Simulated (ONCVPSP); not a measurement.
# PW91 ONCV dataset for titanium (Ti), scalar-relativistic all-electron reference.

- Element: titanium (Ti)
- Generator: ONCVPSP 4.0.1
- Type: optimised norm-conserving Vanderbilt (ONCV)
- Functional: PW91
- Relativity: scalar-relativistic
- Frozen core: [Ne]
- Valence charge: 12
- Reference configuration: 3s2 3p6 3d1 (charge +3)
- Partial waves: 3s: rc 1.00 bohr, ncon 4, nbas 7, qcut 8.5 1/bohr, 2 projectors, debl 1.7 Ha; 3p: rc 1.70 bohr, ncon 4, nbas 8, qcut 8.9 1/bohr, 2 projectors, debl 2.7 Ha; 3d: rc 1.25 bohr, ncon 4, nbas 8, qcut 11.4 1/bohr, 3 projectors, debl 2.7 Ha
- Local potential: polynomial inside 0.90 bohr (lpopt 5, dvloc0 0 Ha)
- Core correction: Teter function, fcfact 2, rcfact 1.25

In the s channel the program set the typed energies aside and used -3.495, 0.250 Ha.

- Cutoffs needed: 51 Ha and 101 Ha (the cutoffs (Ha) at which the residual kinetic energy of the hardest occupied pseudo-wave falls to 1 and 0.1 mHa per electron)
- Ghost test: no bound ghost flagged; no localised positive-energy state flagged
- Largest excitation error: +16 meV (all-electron minus pseudo) for 3s2 3p6 3d2, out of 4 test configurations
- rms error of d²Exc/dni dnj: 3.04 mHa without and 2.58 mHa with the model core
